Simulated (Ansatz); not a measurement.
Start from `[F][SnH]([F])[O]C(F)(F)F` and change one atom or group to get `FC(F)(F)[O][GeH2][Cl]`.

Ansatz, PBE0-D4/def2-TZVP geometries, multiplicity 1. Each molecule was computed in one conformer, which needn't be the lowest.

Elements past krypton have def2 core potentials. Scalar relativity is left out up to krypton.

```
                                        property  `[F][SnH]([F])[O]C(F)(F)F`
           LUMO energy (ωB97M-V/def2-TZVPP) / eV                       -0.16
             HOMO energy (B3LYP/def2-TZVPP) / eV                      -10.29
           HOMO–LUMO gap (B3LYP/def2-TZVPP) / eV                        7.64
              HOMO energy (PBE0/def2-TZVPP) / eV                      -10.58
size of the dipole moment (B3LYP/def2-TZVPP) / D                        3.85
           HOMO energy (ωB97M-V/def2-TZVPP) / eV                      -13.07
```

**Question.** Give the same properties after the change, and the shifts. (Best estimate.)

**Answer.** Computed: 
```csv
property,`FC(F)(F)[O][GeH2][Cl]`,shift
LUMO energy (ωB97M-V/def2-TZVPP) / eV,1.43,1.59
HOMO energy (B3LYP/def2-TZVPP) / eV,-9.15,1.14
HOMO–LUMO gap (B3LYP/def2-TZVPP) / eV,8.30,0.66
HOMO energy (PBE0/def2-TZVPP) / eV,-9.41,1.17
size of the dipole moment (B3LYP/def2-TZVPP) / D,3.01,-0.84
HOMO energy (ωB97M-V/def2-TZVPP) / eV,-11.67,1.40
```

With PBE0 the HOMO rises by 1.17 eV and the LUMO rises by 1.74 eV, so the gap widens by about 0.57 eV. PBE moves the HOMO by 0.68 eV and ωB97M-V by 1.40 eV. Dipoles are sizes alone; their direction can turn.

B3LYP here is the variant with VWN-RPA as its local correlation; programs differ in this.
